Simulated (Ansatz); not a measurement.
Compare A (`CCC1=CCCC1`) with its isomer B (`C1C[C@H]2CC[C@@H]1C2`).

Isolated molecules relaxed with PBE0-D4/def2-TZVP in Ansatz; ΔE leaves out vibrations. CBS: MP2 limit from def2 TZ/QZ plus the TZ coupled-cluster correction, frozen cores. Functionals use def2-TZVPP. B3LYP here is the variant with VWN-RPA as its local correlation; programs differ in this. One conformer a species, not always the lowest.

A:

Z-matrix (Å, degrees):
```
C
C 1 1.526
H 1 1.093 2 110.9
H 1 1.092 2 111.0 3 120.1
H 1 1.093 2 111.4 3 -120.0
C 2 1.490 1 113.2 3 59.7
H 2 1.098 1 108.7 3 -179.0
H 2 1.094 1 109.8 3 -62.7
C 6 1.507 2 122.2 1 59.4
C 6 1.331 2 127.1 1 -117.9
C 9 1.534 6 103.4 2 167.7
H 9 1.095 6 112.6 2 45.6
H 9 1.098 6 110.1 2 -72.8
C 10 1.499 6 112.6 2 177.7
H 10 1.085 6 124.2 2 0.2
H 11 1.091 9 113.1 6 146.5
H 11 1.093 9 109.1 6 -94.2
H 14 1.098 10 110.6 6 -105.0
H 14 1.094 10 113.3 6 135.8
```

B:

Z-matrix (Å, degrees):
```
C
C 1 1.551
C 1 1.533 2 103.1
H 1 1.093 2 111.1 3 118.7
H 1 1.093 2 112.8 3 -120.8
C 2 1.533 1 103.1 3 0.0
H 2 1.093 1 111.1 3 -118.7
H 2 1.093 1 112.8 3 120.9
C 3 1.533 1 108.3 2 -71.2
C 3 1.532 1 101.5 2 35.2
H 3 1.091 1 113.9 2 161.0
C 6 1.533 2 108.3 1 71.1
H 6 1.091 2 113.9 1 -161.0
H 9 1.093 3 111.9 1 -50.3
H 9 1.093 3 110.8 1 -169.9
H 10 1.093 3 113.2 1 -173.4
H 10 1.093 3 113.2 1 61.8
H 12 1.093 6 111.9 2 50.3
H 12 1.093 6 110.8 2 169.9
```

Problem. Which is lower in electronic energy at CCSD(T)/CBS, and by how much? (Estimate.)

Solution. The calculation gave: B, by 9.5 kcal/mol.

Problem. Give E(B) − E(A) in kcal/mol with HF/def2-TZVPP, PBE-D4, ωB97M-V, CCSD/def2-TZVPP, PBE0-D4, CCSD(T)/def2-TZVPP, B3LYP. (Estimate.)

Solution. Ansatz gave: HF/def2-TZVPP -3.0, PBE-D4 -7.9, ωB97M-V -10.0, CCSD/def2-TZVPP -9.8, PBE0-D4 -10.7, CCSD(T)/def2-TZVPP -9.9, B3LYP -2.2. None reverses the order clearly.

Largest T1 diagnostic: 0.009.

From BLYP to BHLYP (50 % exact exchange), in def2-TZVPP and without D4, E(B) − E(A) moves by −6.6 kcal/mol. Leaving LDA and LC-ωPBE aside and taking each functional with its dispersion term where it has one, the values, not all of them listed here, spread over 11.1 kcal/mol, from PBE-QIDH to BLYP-D4. LDA lies −7.4 kcal/mol from PBE without D4.
